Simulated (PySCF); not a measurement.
**Spinor energies of Pd⁺ (palladium, charge +1)**

Start: [Kr] 4d9; 4d3/2 filled at m_j = -3/2, -1/2, +1/2, +3/2; 4d5/2 filled at m_j = -3/2, -1/2, +1/2, +3/2, +5/2. Calculated with PySCF 2.14 in x2c-TZVPall-2c with one added diffuse shell each of s, p, d type (9s10p8d1f, 86 functions): generalised Hartree-Fock with the X2C-1e Hamiltonian and a Gaussian nucleus; one run each with spin-orbit coupling (SO) switched off, then screened by Boettger's factors.

```tsv
spinor shell	electrons	ε, spin-free (eV)	ε, screened SO (eV)	weight of nominal j (screened SO)	rms radius, screened SO (bohr)
1s1/2	2	-24486.9	-24485.1	1.000	0.0365
2s1/2	2	-3668.8	-3668.2	1.000	0.150
2p1/2	2	-3283.5	-3393.8	1.000	0.130
2p3/2	4	-3283.5	-3232.4	1.000	0.135
3s1/2	2	-706.75	-706.60	1.000	0.403
3p1/2	2	-576.92	-596.83	1.000	0.399
3p3/2	4	-576.92	-567.61	1.000	0.410
3d3/2	4	-371.08	-374.56	0.999	0.387
3d5/2	6	-371.08	-368.60	0.999	0.390
4s1/2	2	-116.44	-116.40	1.000	1.02
4p1/2	2	-77.074	-80.979	0.985	1.10
4p3/2	4	-77.074	-75.207	0.992	1.13
4d3/2	4	-20.666	-21.220	0.900	1.57
4d5/2	5	-20.666	-20.233	0.920	1.60
```

```json
{"quantity": "E (hartree)", "spin-free": "-5042.08866", "screened SO": "-5042.95010"}
{"quantity": "M_J", "spin-free": "5/2", "screened SO": "5/2"}
{"quantity": "⟨J²⟩", "spin-free": "8.777", "screened SO": "8.780"}
{"quantity": "⟨L²⟩", "spin-free": "6.021", "screened SO": "6.036"}
{"quantity": "⟨S²⟩", "spin-free": "0.755", "screened SO": "0.769"}
```

Each row is a mean over spinors that exchange with the open shell spreads, by up to 4.960 eV (4p3/2).

Breit and QED terms are absent; they matter most for the inner s and p1/2 levels.

Densities and radii are taken from the X2C orbitals without a picture-change correction, which distorts them close to the nucleus.

Without spin-orbit coupling the j labels of p, d and f shells carry no meaning; the spin-free column gives the mean over the occupied spinors of each nl shell.
